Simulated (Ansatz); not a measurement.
Program: Ansatz. Geometries: PBE0-D4/def2-TZVP. ΔE: electronic, gas phase. CBS: MP2 limit from def2 TZ/QZ plus the TZ coupled-cluster correction, frozen cores. This one scheme is used for every species. DFT in def2-TZVPP. One conformer a species, not always the lowest.

Reaction (formal exchange of groups at the Al–N bond): `C[NH][AlH][O][SiH3]` + CH₄ → `[CH3][AlH][O][SiH3]` + CH₃NH₂

```
 level  ΔE (kJ/mol)
B2PLYP        101.8
r2SCAN        100.7
```

What does CCSD(T)/CBS give? (An estimate is asked.)

Computed: +100.6 kJ/mol. The listed levels differ from it by 1.2, 0.1 kJ/mol.

Largest T1 diagnostic among the species: 0.011.

The D4 term adds +5.0 kJ/mol with B3LYP and +3.0 kJ/mol with PBE0; it sums over pairs of atoms, weighted by their polarisabilities, and B3LYP, whose exchange is more repulsive, gets the larger term.

B3LYP here is the variant with VWN-RPA as its local correlation; programs differ in this.
